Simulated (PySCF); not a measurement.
Cd(H)(OMe) (CH4CdO), SMILES C[O][CdH]. Geometry optimised at PBE0-D3(BJ)/def2-TZVP. The def2 effective core potentials stand for the cores of Cd; spin–orbit coupling is left out.

Calculation: PBE0-D3(BJ)/def2-TZVP (PySCF).

Harmonic wavenumbers (cm⁻¹): 101, 169, 463, 476, 523, 1135, 1170, 1191, 1478, 1493, 1493, 1899, 2959, 3000, 3039. Rotational constants (GHz): 52.37, 3.087, 2.970; symmetry number 1.

Work out the zero-point energy and the ideal-gas rigid-rotor harmonic-oscillator thermochemistry at 298.15 K and 1 atm.

ZPE = ½ Σ hcν = ½ × 20589 cm⁻¹ = 123.15 kJ/mol. H − E(el) = 138.63 kJ/mol. Entropy in J/(mol K): translation 170.77, rotation 100.49, vibration 34.06, total 305.32. G − E(el) = 47.60 kJ/mol. Cp = 69.25 J/(mol K). Modes under 150 cm⁻¹ make the vibrational entropy uncertain.
